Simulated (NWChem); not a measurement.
System: N-methylmethanimine (C$_{2}$H$_{5}$N); SMILES C=NC

Here is an NWChem input.

```
start job
memory heap 200 mb stack 900 mb global 1100 mb
geometry units angstroms noautoz
  C     -0.122660     1.135780     0.000000
  N      0.539145    -0.137443     0.000000
  C     -0.164630    -1.184008     0.000000
  H      0.200402     1.714094     0.880980
  H      0.200402     1.714094    -0.880980
  H     -1.230277     1.075240     0.000000
  H     -1.275026    -1.175491     0.000000
  H      0.324506    -2.169141     0.000000
end
basis spherical
  * library def2-svpd
end
dft
  xc b3lyp
  iterations 150
  mulliken
end
task dft energy
```

All runs use the structure optimised with PBE0/def2-SVP.

What results follow from this input? (B3LYP/def2-SVPD.) Quantities: basis functions; energy (Ha); highest occupied level (eV); orbital gap (eV); dipole (D).

The number of basis functions is 100, the energy (Ha) is -133.85 and the highest occupied level (eV) is -7.12. The orbital gap (eV) is 6.48 and the dipole (D) comes out as 1.49.
